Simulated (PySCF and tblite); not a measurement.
Values are calculated unless marked as measured or tabulated.
C9H10, numbered as in [CH2:1]=[CH:2][CH2:3][c:4]1[cH:5][cH:6][cH:7][cH:8][cH:9]1. The ensemble was built from 90 distance-geometry starts (ETKDG and KDG, MMFF94s, GFN2-xTB) and rests on PBE0-D3(BJ)/def2-SVP geometries. Energies: CAM-B3LYP-D3(BJ)/def2-SVPD (IEF-PCM, chloroform), with GFN2-xTB thermal terms (modes under about 100 cm⁻¹ blended into free rotors). Symmetry numbers and mirror images are counted. Conformers within 3 kcal/mol (GFN2-xTB free energy) were kept, 8 at most. GIAO shieldings: WP04/pcSseg-1 (IEF-PCM, chloroform). Shifts are against TMS (¹H), TMS (¹³C) at the same level; of two unlike H on one atom, a is the less shielded. Programs: PySCF with density fitting and tblite.

Torsions listed: C1–C2–C3–C4, C2–C3–C4–C5. Of a mirror pair one member is shown.

| conformer | shape | point group | mirror pair | ΔE(DFT) | Δ(G−E) at 323.15 K | δ H1b (ppm) |
| --- | --- | --- | --- | --- | --- | --- |
| 1 | 0°, 89° | Cs | no | 0.00 | 0.00 | 4.13 |
| 2 | -120°, -129° | C1 | yes | 0.23 | -0.12 | 5.29 |

Energies in kcal/mol; the thermal term leaves out symmetry numbers and mirror images.

Problem. Work out the weights at 323.15 K and the ¹H shift of H1b under fast exchange.

Solution. RT = 0.642 kcal/mol. Each conformer gets RT ln(σ/g), with σ the rotational symmetry number and g = 2 for a mirror pair: 1: σ = 1, g = 1, G = 0.00 + 0.00 + 0.00 = 0.00, 0.34 above the lowest, exp(−ΔG/RT) = 0.593; 2: σ = 1, g = 2, G = 0.23 − 0.12 − 0.45 = -0.34, 0.00 above the lowest, exp(−ΔG/RT) = 1.000. The sum is 1.593, so the weights are 37.2, 62.8 %. The averaged shift is 4.86 ppm. At 298.15 K it is 4.85 ppm. At 298.15 K the leading conformer alone gives 5.29 ppm and bare DFT energies give 4.60 ppm.

Thermal terms of a conformer that GFN2-xTB lacks, or places elsewhere, come from the nearest GFN2-xTB minimum; such a conformer stays in the set even outside the window.
